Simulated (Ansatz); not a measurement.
**Molecular dynamics of ClF$_{3}$Hf**

The input (input.yaml):

```yaml
crystal:
  periodic: [false, false, false]
  atoms:
    - { symbol: Hf, position_ang: [0.027384, 0.0, -0.009054] }
    - { symbol: F, position_ang: [0.009224, 0.0, 1.889241] }
    - { symbol: Cl, position_ang: [2.239051, 0.0, -0.790796] }
    - { symbol: F, position_ang: [-0.882229, 1.544798, -0.633595] }
    - { symbol: F, position_ang: [-0.882229, -1.544798, -0.633595] }
basis:
  gaussian: { orbitals: def2-SVP }
hamiltonian:
  xc: pbe0
  dispersion: d4
md:
  timestep: 2.0
  n_steps: 150
  ensemble: nvt_langevin
  temperature: 700.0
  initial_velocities: maxwell_boltzmann
  seed: 738054
  friction: 0.05
  temperature_schedule:
    - { n_steps: 37, end_temperature: 700.0 }
    - { n_steps: 113, end_temperature: 10.0 }
```

Run as:

```bash
$ ansatz run input.yaml --threads 1 --pin off --max-ram 2048MiB --backend cpu --events-out ev --progress --plain --runs-dir out
```

It starts from a relaxed structure.

Output, in part (one step line in 6, the closing report, with atoms numbered from 0):

```
md step     0: t =     0.00 fs  T =   560.0 K (target 700.0 K)  F+E_penalty+E_count = -21966.69373748 eV  E_kin = 0.361928 eV  (29 SCF iters)
md step     6: t =    12.00 fs  T =   325.1 K (target 700.0 K)  F+E_penalty+E_count = -21966.65027362 eV  E_kin = 0.210080 eV  (31 SCF iters)
md step    12: t =    24.00 fs  T =   304.2 K (target 700.0 K)  F+E_penalty+E_count = -21966.65665777 eV  E_kin = 0.196575 eV  (31 SCF iters)
md step    18: t =    36.00 fs  T =   621.1 K (target 700.0 K)  F+E_penalty+E_count = -21966.52843959 eV  E_kin = 0.401433 eV  (28 SCF iters)
md step    24: t =    48.00 fs  T =  1102.3 K (target 700.0 K)  F+E_penalty+E_count = -21966.50174553 eV  E_kin = 0.712413 eV  (30 SCF iters)
md step    30: t =    60.00 fs  T =   455.0 K (target 700.0 K)  F+E_penalty+E_count = -21966.43697249 eV  E_kin = 0.294039 eV  (31 SCF iters)
md step    36: t =    72.00 fs  T =   629.7 K (target 700.0 K)  F+E_penalty+E_count = -21966.46925610 eV  E_kin = 0.406973 eV  (31 SCF iters)
md step    42: t =    84.00 fs  T =   711.0 K (target 672.5 K)  F+E_penalty+E_count = -21966.48878931 eV  E_kin = 0.459522 eV  (30 SCF iters)
md step    48: t =    96.00 fs  T =   582.3 K (target 635.9 K)  F+E_penalty+E_count = -21966.53571753 eV  E_kin = 0.376322 eV  (31 SCF iters)
md step    54: t =   108.00 fs  T =   614.6 K (target 599.2 K)  F+E_penalty+E_count = -21966.44976295 eV  E_kin = 0.397212 eV  (31 SCF iters)
md step    60: t =   120.00 fs  T =   862.0 K (target 562.6 K)  F+E_penalty+E_count = -21966.48424215 eV  E_kin = 0.557100 eV  (31 SCF iters)
md step    66: t =   132.00 fs  T =   935.5 K (target 526.0 K)  F+E_penalty+E_count = -21966.48468450 eV  E_kin = 0.604604 eV  (31 SCF iters)
md step    72: t =   144.00 fs  T =   873.9 K (target 489.3 K)  F+E_penalty+E_count = -21966.47188821 eV  E_kin = 0.564771 eV  (30 SCF iters)
md step    78: t =   156.00 fs  T =   272.5 K (target 452.7 K)  F+E_penalty+E_count = -21966.36721564 eV  E_kin = 0.176126 eV  (31 SCF iters)
md step    84: t =   168.00 fs  T =   216.8 K (target 416.1 K)  F+E_penalty+E_count = -21966.44179576 eV  E_kin = 0.140135 eV  (31 SCF iters)
md step    90: t =   180.00 fs  T =   430.4 K (target 379.4 K)  F+E_penalty+E_count = -21966.47986275 eV  E_kin = 0.278183 eV  (31 SCF iters)
md step    96: t =   192.00 fs  T =   252.5 K (target 342.8 K)  F+E_penalty+E_count = -21966.44994632 eV  E_kin = 0.163163 eV  (31 SCF iters)
md step   102: t =   204.00 fs  T =   823.3 K (target 306.2 K)  F+E_penalty+E_count = -21966.53298176 eV  E_kin = 0.532116 eV  (31 SCF iters)
md step   108: t =   216.00 fs  T =   297.9 K (target 269.5 K)  F+E_penalty+E_count = -21966.60920134 eV  E_kin = 0.192514 eV  (31 SCF iters)
md step   114: t =   228.00 fs  T =   246.2 K (target 232.9 K)  F+E_penalty+E_count = -21966.56868142 eV  E_kin = 0.159133 eV  (31 SCF iters)
md step   120: t =   240.00 fs  T =   177.8 K (target 196.2 K)  F+E_penalty+E_count = -21966.56043490 eV  E_kin = 0.114906 eV  (31 SCF iters)
md step   126: t =   252.00 fs  T =   180.1 K (target 159.6 K)  F+E_penalty+E_count = -21966.52808267 eV  E_kin = 0.116404 eV  (32 SCF iters)
md step   132: t =   264.00 fs  T =   145.4 K (target 123.0 K)  F+E_penalty+E_count = -21966.52734205 eV  E_kin = 0.093946 eV  (32 SCF iters)
md step   138: t =   276.00 fs  T =   160.2 K (target 86.3 K)  F+E_penalty+E_count = -21966.52974884 eV  E_kin = 0.103534 eV  (32 SCF iters)
md step   144: t =   288.00 fs  T =    98.0 K (target 49.7 K)  F+E_penalty+E_count = -21966.54765186 eV  E_kin = 0.063319 eV  (32 SCF iters)
md step   150: t =   300.00 fs  T =    55.2 K (target 13.1 K)  F+E_penalty+E_count = -21966.54347660 eV  E_kin = 0.035668 eV  (29 SCF iters)
Total energy: -21966.54352972 eV, -807.2555852592 hartree
Atom 0 at     0.008390     0.067857    -0.002042 Å, force     0.144059    -2.016016     0.746460 eV/Å
Atom 1 at    -0.188546     0.127367     1.877946 Å, force     0.067503     0.249763    -0.046328 eV/Å
Atom 2 at     2.334943    -0.091171    -0.451528 Å, force    -0.290270     0.248016    -0.127382 eV/Å
Atom 3 at    -1.158038     1.336015    -0.744265 Å, force    -0.287138     0.747299    -0.487845 eV/Å
Atom 4 at    -0.770488    -1.655123    -0.337069 Å, force     0.365846     0.770937    -0.084904 eV/Å
Dipole moment:     0.032582     0.247689    -0.165009 e Å
```

The run went to its last step. The schedule's set-point averaged 239 K over the second half and the system 277 K, so it lags behind the ramp. A run of 0.3 ps of so small a system gives no equilibrium averages.

The same pairs are bonded in the first frame and the last. Pairs count as bonded within 1.25 times the sum of covalent radii (0.12 Å more for H–H).

Last frame:

```xyz
5
Properties=species:S:1:pos:R:3
Hf 0.008 0.068 -0.002
F -0.189 0.127 1.878
Cl 2.335 -0.091 -0.452
F -1.158 1.336 -0.744
F -0.770 -1.655 -0.337
```

The run took 12 min on 1 thread of Arm Neoverse V1, with other jobs on the host, peak memory 0.19 GiB.
